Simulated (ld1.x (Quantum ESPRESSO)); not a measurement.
# Ranking TM potentials for hydrogen (H)

All share these settings but for the change named:

ld1.x (Quantum ESPRESSO) 7.5 input, shortened:

```
&input
   title='H', zed=1., rel=1, dft='PBE', iswitch=3,
   config='1s1 2p-2'
 /
 &inputp
   pseudotype=2, tm=.true., lloc=0,
   nlcc=.false.
 /
2
2P  2  1  -2.00   0.25  1.50  1.50  0.0
1S  1  0   1.00   0.00  1.45  1.45  0.0
 &test
   configts(1)='1s1'
 /
```

Cutoff: the first of the cutoffs (Ry, on a coarse ladder) from which the occupation-weighted sum of valence levels, in a spherical-Bessel basis at the reference potential, stays within 10 and 1 mRy of its value at 400 Ry; the density cutoff is not measured.

The base gives 18 Ry.

Of 8 variants that were run, those that failed, showed a ghost or another fault, or gave nearly equal values are left out.

A variant can come out equal or close to the base.

Rank these variants from softest to hardest (loose cutoff).
A. type PAW; waves now 1s (bound): rcut 1.25, rcutus 1.45 bohr; 1s channel at 0.05 Ry: rcut 1.25, rcutus 1.45 bohr; 2p channel at 0.25 Ry: rcut 1.30, rcutus 1.50 bohr; 2p channel at 2.2 Ry: rcut 1.30, rcutus 1.50 bohr; local potential all-electron potential smoothed inside 1.45 bohr (lloc = -1); augmentation PSQ, inside the norm-conserving radii
B. local potential all-electron potential smoothed inside 1.50 bohr (lloc = -1)
C. all radii scaled by about 0.89 (s 1.30, p 1.34 bohr)

A (12 Ry), B (18 Ry), C (21 Ry).
